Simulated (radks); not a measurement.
The numbers below are computed, except where a source is named.
Spherical quantum dot in the effective-mass picture: electrons in a hard-walled sphere of radius 5.87, with a point charge +1 (a donor) at the centre, all in effective atomic units (hartree* = m*/eps^2 hartree, bohr* = eps/m* bohr), one dielectric constant everywhere. Level of theory: non-relativistic Kohn-Sham, PBEsol, spin-polarised, spherical densities (a radial shooting solver with Libxc functionals). Levels are named by radial order and angular momentum (1s, 1p, 1d, 2s, ...), and open shells are averaged over m. Results are scaled to m* = 0.125 and eps = 17.9, for which hartree* = 10.62 meV and bohr* = 7.578 nm.

N = 22, configuration 1s2 1p6 1d10 2s(up 1, down 0) 1f(up 3, down 0). This is the lowest configuration that the search found. Occupied and some empty levels:

level    occupation  eigenvalue (meV)  <r> (nm)
1s up             1            47.738     30.11
1s down           1            48.044     31.01
1p up             3            48.539     32.18
1p down           3            48.786     32.14
1d up             5            49.826     32.99
1d down           5            50.077     32.92
2s up             1            50.924     13.85
1f up             3            51.619     33.65
1f down           0            51.878     33.60
2s down           0            52.770     15.68
1g up             0            53.884     34.23
1g down           0            54.151     34.19
2p up             0            56.020     21.90
2p down           0            56.528     22.85
2d up             0            59.452     25.03
2d down           0            59.698     25.31

Energy (meV): total 554.523, kinetic 127.85, external -64.218, Hartree 559.04, exchange-correlation -68.154.
